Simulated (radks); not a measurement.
Results of a calculation; reference values are marked as such.
All-electron atom: the ytterbium ion Yb62+ in [He] 2s2 2p4. Code: a radial shooting solver on a logarithmic mesh with Libxc functionals. Model: scalar-relativistic Kohn-Sham, TASK exchange with Perdew-Wang LDA correlation, spin-polarised, spherical densities, finite nucleus; open shells are filled with parallel spins first (spin-orbit coupling, left out, can overturn this in heavy ions); meta-GGA in the generalised Kohn-Sham scheme; Fermi nuclear charge, rms radius 5.3108 fm.

Normalised radial functions P(r) = r R(r), r in bohr:

r	1s up	2s up	2p down
0.000891	1.4680	0.5436	0.0128
0.0009887	1.5946	0.5901	0.0152
0.001106	1.7417	0.6439	0.0184
0.001227	1.8887	0.6975	0.0219
0.001362	2.0462	0.7548	0.0261
0.001523	2.2279	0.8206	0.0315
0.00169	2.4082	0.8857	0.0376
0.00189	2.6149	0.9598	0.0454
0.002097	2.8185	1.0324	0.0541
0.002346	3.0501	1.1144	0.0653
0.002603	3.2761	1.1936	0.0777
0.002888	3.5120	1.2754	0.0926
0.00323	3.7757	1.3655	0.1116
0.003585	4.0281	1.4502	0.1328
0.004009	4.3057	1.5413	0.1599
0.004449	4.5663	1.6241	0.1899
0.004936	4.8265	1.7035	0.2253
0.005521	5.1019	1.7830	0.2705
0.006127	5.3487	1.8483	0.3200
0.006853	5.5987	1.9063	0.3828
0.007604	5.8103	1.9450	0.4511
0.008437	5.9955	1.9653	0.5305
0.009437	6.1576	1.9616	0.6298
0.01047	6.2660	1.9298	0.7364
0.01171	6.3288	1.8591	0.8680
0.013	6.3298	1.7546	1.0072
0.01454	6.2621	1.5947	1.1765
0.01613	6.1304	1.3979	1.3521
0.0179	5.9295	1.1514	1.5452
0.02002	5.6355	0.8283	1.7716
0.02221	5.2932	0.4750	1.9966
0.02484	4.8569	0.0404	2.2511
0.02757	4.3990	-0.4073	2.4939
0.03059	3.9035	-0.8877	2.7365
0.03421	3.3459	-1.4259	2.9882
0.03796	2.8246	-1.9265	3.2026
0.04246	2.2807	-2.4418	3.3992
0.04712	1.8101	-2.8733	3.5372
0.0527	1.3572	-3.2588	3.6238
0.05848	0.9976	-3.5190	3.6354
0.06489	0.7022	-3.6654	3.5725
0.07258	0.4560	-3.6822	3.4171
0.08053	0.2889	-3.5639	3.1931
0.09007	0.1653	-3.3017	2.8753
0.09995	0.0920	-2.9539	2.5243
0.1109	0.0475	-2.5349	2.1395
0.124	0.0213	-2.0445	1.7137
0.1376	0.0092	-1.5915	1.3328
0.154	0.0034	-1.1444	0.9630
0.1708	0.0012	-0.7924	0.6732
0.1895	0.0004	-0.5142	0.4433
0.212	0.0001	-0.2980	0.2623
0.2352	0.0000	-0.1654	0.1492
0.2631	0.0000	-0.0795	0.0741
0.292	0.0000	-0.0364	0.0351
0.3266	0.0000	-0.0139	0.0140
0.3624	0.0000	-0.0050	0.0053
0.4021	0.0000	-0.0016	0.0018
0.4497	0.0000	-0.0004	0.0005
0.499	0.0000	-0.0001	0.0001
0.5582	0.0000	0.0000	0.0000
0.6193	0.0000	0.0000	0.0000

1s up: eigenvalue -67297 eV, 0 radial nodes, <r> = 0.0196 bohr, 90 % of the charge inside 0.0357 bohr. 2s up: eigenvalue -15808.3 eV, 1 radial node at r = 0.0251 bohr, <r> = 0.0811 bohr, 90 % of the charge inside 0.125 bohr. 2p down: eigenvalue -14584.5 eV, 0 radial nodes, <r> = 0.0718 bohr, 90 % of the charge inside 0.116 bohr.

Empty levels of this run are not shown, since the potential may be unsettled where no density lies.
